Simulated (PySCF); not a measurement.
## Structure from NMR data

Molecular formula: C8H11NSi. Simulated spectra:

1H NMR (600 MHz, computed): δ 8.54 (d, 1H), 7.81 (m, 1H), 7.57 (d, 1H), 7.06 (m, 1H), 5.25 (m, 1H), 5.09 (m, 1H), 4.09 (m, 1H), 2.02 (m, 2H), 1.17 (m, 2H).

13C{1H} NMR (computed): δ 177.4 (C), 153.6 (CH), 142.4 (CH), 125.7 (CH), 125.7 (CH), 46.9 (CH), 16.9 (CH2, 2C).

[PySCF 2.14: coordinates at the PBE0-D3(BJ)/def2-SVP level; PBE0/pcSseg-1 with gauge-including orbitals; one averaged value for each set of equivalent atoms; a single conformation; gas phase; non-relativistic Hamiltonian]

Referencing at the same level of theory: 1H, 13C against TMS.

Q: What is the structure?

A: 
- The formula gives 5 degrees of unsaturation (2 rings in the answer).
- 7 carbon signals for 8 carbons: some carbons are equivalent by symmetry or fast rotation.
- Carbon types of the structure: 1 × C, 5 × CH, 2 × CH2, leaving 2 H on heteroatoms.
- δC 177.4: substituted aromatic carbon next to a ring nitrogen.
- δC 153.6: aromatic CH next to a ring nitrogen; the adjacent pyridine-type nitrogen withdraws density from it.
- δC 142.4, 125.7, 125.7: aromatic CH.
- δC 46.9: sp3 CH on an aromatic ring; a saturated carbon with 3 carbon neighbours and no heteroatom attached.
- δH 8.54: hydrogen on an aromatic CH next to a ring nitrogen; ring current plus the neighbouring ring nitrogen.
- δH 7.81, 7.57, 7.06: hydrogen on an aromatic CH; it sits in the deshielding region of the aromatic ring current.
- δH 4.09: hydrogen on an sp3 CH on an aromatic ring.

Structure: SMILES c1ccc(C2C[SiH2]C2)nc1.

This is the structure that produced the data.

Shifts are as computed. Against solution values, carbons near 30 ppm lie about +2 ppm off and those near 130 ppm about +5 ppm. Of 1313 compounds with measured shifts, 239 miss one by over three times the rms of a fit or turn the order of signals round; such compounds aren't used in these exercises. Multiplicities follow the n + 1 count of equivalent neighbours, as no J values were calculated; m marks all less simple cases, F and P coupling included.
